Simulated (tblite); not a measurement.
Species: C₈H₁₂P (charge +1).
Numbering: `[CH2:1]=[CH:2][C:3]1=[C:4]([CH3:5])[P@@H+:6]([CH3:7])[CH:8]=[CH:9]1` (hydrogens: H10, H11 on C1; H12 on C2; H13, H14, H15 on C5; H16 on P6; H17, H18, H19 on C7; H20 on C8; H21 on C9)

Structure used (GFN2-xTB), in Å, numbered top down from 1:
```xyz
21
C8H12P angstrom
C      2.767   -1.761   -0.992
C      2.084   -0.632   -0.802
C      0.810   -0.523   -0.130
C      0.187    0.671    0.114
C      0.649    2.050   -0.209
P     -1.357    0.329    0.963
C     -2.863    0.910    0.153
C     -1.113   -1.441    0.958
C      0.059   -1.690    0.351
H      2.429   -2.724   -0.652
H      3.715   -1.750   -1.502
H      2.494    0.300   -1.165
H      0.750    2.184   -1.287
H     -0.055    2.792    0.165
H      1.623    2.247    0.238
H     -1.348    0.832    2.248
H     -2.858    1.999    0.103
H     -3.732    0.575    0.720
H     -2.904    0.498   -0.857
H     -1.790   -2.164    1.374
H      0.443   -2.685    0.209
```

All values are computed: GFN2-xTB (tblite) harmonic vibrations without scaling, gas phase. Errors from tens to a few hundred cm⁻¹ against measured bands are possible. Modes of hydrogen on phosphorus can be 10 to 20 % off. One conformer, not necessarily the lowest.

Harmonic wavenumbers (cm⁻¹): 43.3, 93.0, 110.0, 134.7, 159.4, 188.9, 207.0, 247.6, 295.7, 393.7, 429.7, 458.4, 476.2, 595.2, 655.2, 665.8, 707.1, 735.2, 766.2, 794.1, 824.0, 854.7, 880.9, 884.2, 915.8, 930.8, 997.8, 1001.7, 1008.0, 1038.7, 1092.2, 1167.9, 1202.6, 1296.3, 1301.9, 1313.3, 1379.2, 1381.9, 1396.8, 1399.9, 1450.0, 1462.5, 1520.5, 1576.2, 1639.3, 2386.4, 2985.5, 2990.8, 2994.5, 2998.1, 3014.3, 3030.2, 3083.6, 3114.2, 3120.8, 3127.8, 3149.0.

A = 2496, B = 1004, C = 769.1 MHz; mass 139.068 u (most abundant isotopes); point group C1, symmetry number 1.

Q: What is the zero-point energy?

A: ½Σν̃ = 37034 cm⁻¹ = 105.89 kcal/mol.

Q: Entropy at 273.15 K, 1 bar (ideal gas, RRHO, classical rotation)?

A: Translation 40.29, rotation 29.24, vibration 29.14: S = 98.7 cal/(mol K).

Q: And Cp and H(273.15 K) − H(0)?

A: Cp = 39.69 cal/(mol K), of which vibrations give 31.75 (their classical limit is 57 R = 113.3); H(273.15 K) − H(0) = 6.48 kcal/mol without the zero-point energy, 4.31 from vibrations.

Q: Blend soft modes into free rotors: weight 1/[1 + (100 cm⁻¹/ν̃)⁴] for the oscillator and the rest for a rotor with moment μB/(μ + B), μ = h/(8π²ν), B = 10⁻⁴⁴ kg m². What vibrational entropy results?

A: 27.31 cal/(mol K) in place of 29.14, which changes −T·S at 273.15 K by +0.50 kcal/mol.

Q: How do the functions run with temperature in this model?

A: 
| T (K) | S (cal/(mol K)) | Cp (cal/(mol K)) | H − H(0) (kcal/mol) | G − H(0) (kcal/mol) | ln q(vib) |
| --- | --- | --- | --- | --- | --- |
| 50 | 59.0 | 13.4 | 0.50 | -2.45 | 0.49 |
| 100 | 70.5 | 20.0 | 1.34 | -5.70 | 1.74 |
| 298.15 | 102.3 | 42.7 | 7.51 | -22.99 | 7.46 |
| 373.15 | 112.8 | 51.2 | 11.04 | -31.05 | 9.64 |
| 500 | 129.6 | 63.5 | 18.34 | -46.44 | 13.33 |
| 750 | 158.8 | 80.3 | 36.48 | -82.58 | 20.38 |
| 1000 | 183.4 | 91.2 | 58.01 | -125.44 | 26.94 |

q(vib) and H(0) count from the zero-point level.

Hindered rotation and anharmonicity are outside this model. Other conformers, if any are populated, would add a mixing term that is left out. The structure is chiral; the term R ln 2 for an equal mix with its mirror image is left out.
